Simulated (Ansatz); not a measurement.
A made-up structure of SnNH4 (charge -1), closed shell:

N1  (-0.084, -1.597, 0.481)
Sn2  (-0.114, 0.267, -0.161)
H3  (0.766, -1.697, 1.045)
H4  (-1.540, 0.519, -1.135)
H5  (1.173, 0.886, -1.216)
H6  (0.089, -2.602, 0.492)
(Å)

It is relaxed with PBE-D4/def2-SVPD and then PBE0-D4/def2-TZVPD (Ansatz 0.2.0). Atoms count as bonded within 1.22 times the sum of their covalent radii (H–H: 0.88 Å). The end point is not checked to be a true minimum.

Question: Does its bonding change? (Judge from chemistry; the calculation decides.)

Answer: By the calculation: No: no bond forms or breaks.

Where it ends: The first stage lowers the energy by 1.99 eV in 9 steps. It ends as SnNH₄ ([NH2][SnH2]), total charge -1:
```xyz
6
angstrom
N -0.0642 -1.5722 0.6497
Sn -0.1165 0.5042 0.0685
H 0.6983 -1.6845 1.3125
H -1.4942 0.2730 -1.0690
H 1.0732 0.4028 -1.3071
H 0.1935 -2.1468 -0.1481
```

Labels in which every atom is bracketed show which atoms are joined, not bond orders.

For scale, one of the runs: PBE0-D4/def2-TZVPD relaxation, 129 basis functions, launched by `ansatz run in.yaml --threads 2 --pin off --events-out ev --progress --plain --max-ram 4352MiB`. Hardware: 2 CPU threads of an Arm Neoverse V2, shared host. Wall time about 13 s.
